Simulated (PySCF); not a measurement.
An unknown is described by computed data only.

Formula: CH4F3NSi.

* Dipole: 2.58 D [B3LYP/def2-SVPD]
* NMR, other nuclei: isotropic shieldings of nuclei other than C and H, by class: 254 (1 N), 259 (3 F), 375 (1 Si) ppm [GIAO CAM-B3LYP/pcSseg-2]
* 13C NMR: chemical shifts (computed TMS as zero) by class: 139.4 (1 C) ppm [GIAO CAM-B3LYP/pcSseg-2]
* Triplet: lowest triplet excitation (Tamm–Dancoff): 5.97 eV [TDA B3LYP/def2-SVPD]
* 1H NMR: chemical shifts (computed TMS as zero) by class: 4.57 (2 H), 0.79 (2 H) ppm [GIAO CAM-B3LYP/pcSseg-2]
* XPS: Si2p3/2 107.7, C1s 297.2, N1s 405.4, F1s 693.6 (×3), Si1s 1847.6 eV [ΔSCF SCAN, pcX-2 on the ionised atom, pcseg-1 elsewhere, spin-free X2C, 2p3/2 from a spin–orbit splitting computed afterwards within the 2p shell]
* Valence photoelectron: vertical ionisation energy: 10.25 eV [ΔSCF B3LYP/def2-SVPD]
* Rotational structure: rotational constants A, B, C: 4.451, 1.918, 1.809 GHz [PBE0-D3(BJ)/def2-SVP]

Electronic properties: PySCF, gas phase, density fitting. Levels stand in brackets. Geometry: PBE0-D3(BJ)/def2-SVP, one conformer, isolated molecule. Each NMR value is the plain mean over a class of atoms that symmetry, rotation or inversion makes alike.

Question: Propose a structure and show how it fits.

Answer: Numbering: `[NH2:1][SiH2:2][C:3]([F:4])([F:5])[F:6]`. Its formula, CH4F3NSi, gives 0 degrees of unsaturation, so no ring and no π bond. The one carbon: CF3 carbon [C3] (139.4 ppm). Hydrogen classes from least to most shielded: 2 H on an SiH2 silicon, Si2 (4.57 ppm), 2 H on a silicon-bound nitrogen, N1 (0.79 ppm). The other shieldings belong to: 254 ppm, silicon-bound nitrogen [N1]; 259 ppm, fluorine of a CF3 group [F4/F5/F6]; 375 ppm, SiH2 silicon [Si2]. The core levels belong to: Si2p3/2 107.7 eV, SiH2 silicon [Si2]; C1s 297.2 eV, CF3 carbon [C3]; N1s 405.4 eV, silicon-bound nitrogen [N1]; F1s 693.6 eV, fluorine of a CF3 group [F4/F5/F6]; Si1s 1847.6 eV, SiH2 silicon [Si2]. One atom of each topological class was ionised and stands for its class. The first electron is taken from the HOMO, whose largest Löwdin shares are 0.57 on the silicon-bound nitrogen, 0.12 on the SiH2 silicon and 0.08 on the CF3 carbon. The optimised geometry has point group Cs and is an asymmetric top. Structure: `N[SiH2]C(F)(F)F`. The assignments are read from this structure; whether some other isomer fits the data as well wasn't checked.

Shape of the structure used: `[NH2:1][SiH2:2][C:3]([F:4])([F:5])[F:6]`: N1–Si2–C3–F4 60°, H–N1–Si2–C3 74°, H–N1–Si2–C3 -74°.
